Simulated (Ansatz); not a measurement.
A made-up structure of CdH₂SO, singlet:

O1  (0.191, 2.132, -0.737)
Cd2  (-0.225, 0.045, 0.182)
S3  (-0.573, -1.675, 1.073)
H4  (-1.002, -2.642, 0.217)
H5  (1.123, 1.933, -0.917)
(Å)

It is relaxed with PBE-D4/def2-SVP and then PBE0-D4/def2-TZVP (Ansatz 0.2.0). Atoms count as bonded within 1.22 times the sum of their covalent radii (H–H: 0.88 Å). The end point is not checked to be a true minimum.

Task: Does its bonding change? (A judgement: the text doesn't fix the answer.)

Result: Computed: No: no bond forms or breaks.

Where it ends: The first stage lowers the energy by 2.13 eV in 7 steps. It ends as CdH₂SO ([OH][Cd][SH]):
```
5
angstrom
O 0.1760 1.8975 -0.7083
Cd -0.1444 0.1650 0.1682
S -0.6500 -1.8271 1.2411
H -0.9560 -2.4617 0.0964
H 1.0886 2.0186 -0.9799
```

Labels in which every atom is bracketed show which atoms are joined, not bond orders.

For scale, one of the runs: PBE0-D4/def2-TZVP relaxation, 120 basis functions, launched by `ansatz run in.yaml --threads 2 --pin off --events-out ev --progress --plain --max-ram 4352MiB`. The run took about 20 s on 2 CPU threads of an Arm Neoverse V2 (shared host).
